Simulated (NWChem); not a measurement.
# HSeF; SMILES F[SeH]

All runs: NWChem. This build's default masses of Se (78.918 u) and Br (79.917 u) are each other's, which moves their modes by up to 0.6 %. The level has its own optimisation; frequencies are unscaled.

**Question.** Estimate the computed values for Hartree-Fock/STO-3G. Quantities: r H–Se (Å); r F–Se (Å); highest harmonic frequency (cm⁻¹); lowest (cm⁻¹); zero-point energy (kcal/mol); dipole (D).

**Answer.** 
- r H–Se (Å): 1.448
- r F–Se (Å): 1.777
- highest harmonic frequency (cm⁻¹): 2871
- lowest (cm⁻¹): 822
- zero-point energy (kcal/mol): 6.8
- dipole (D): 1.11
